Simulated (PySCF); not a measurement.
# Level sweep

Ethyl butanoate, C6H12O2.
Cartesian coordinates in Å at the PBE0-D3(BJ)/def2-SVP level; atoms count from 1:
```
atom  x, y, z in Å
C1    -3.485    0.177   -0.350
C2    -2.095   -0.226    0.114
C3    -1.015    0.759   -0.336
C4     0.339    0.347    0.174
O5     0.807    0.677    1.234
O6     0.947   -0.493   -0.676
C7     2.219   -1.003   -0.280
C8     3.334   -0.033   -0.600
H9    -3.767    1.165    0.046
H10   -3.539    0.233   -1.449
H11   -4.244   -0.546   -0.015
H12   -2.070   -0.299    1.214
H13   -1.844   -1.229   -0.270
H14   -0.989    0.815   -1.434
H15   -1.227    1.761    0.065
H16    2.334   -1.942   -0.839
H17    2.195   -1.228    0.797
H18    4.309   -0.489   -0.369
H19    3.324    0.236   -1.667
H20    3.233    0.882    0.000
```

PySCF, dipoles from the SCF density, polarisabilities from static response with core orbitals frozen. Isolated species at its PBE0-D3(BJ)/def2-SVP geometry (one conformer only).

The anisotropy is √(½[(α1 − α2)² + (α2 − α3)² + (α3 − α1)²]).

```
              level  μ (D)  α (au)  anisotropy (au)
CAM-B3LYP/def2-SVPD  1.894   81.23            25.77
        PBE0/6-31G*  1.721   69.25            24.20
       PBE0/6-31+G*  1.861   76.75            24.89
      PBE0/def2-SVP  1.714   70.98            24.35
   PBE0/aug-cc-pVDZ  1.857   83.61            28.95
```

The dipole runs from 1.71 D (PBE0/def2-SVP) to 1.89 D (CAM-B3LYP/def2-SVPD). No reference polarisability is at hand; against PBE0 in the largest diffuse basis at hand (aug-cc-pVDZ) the other PBE0 rows deviate by 6-31G* -17%, 6-31+G* -8%, def2-SVP -15%. With PBE0 the polarisability is 70.12 au without diffuse functions (mean of 6-31G* and def2-SVP) and 80.18 au with them (mean of 6-31+G* and aug-cc-pVDZ).
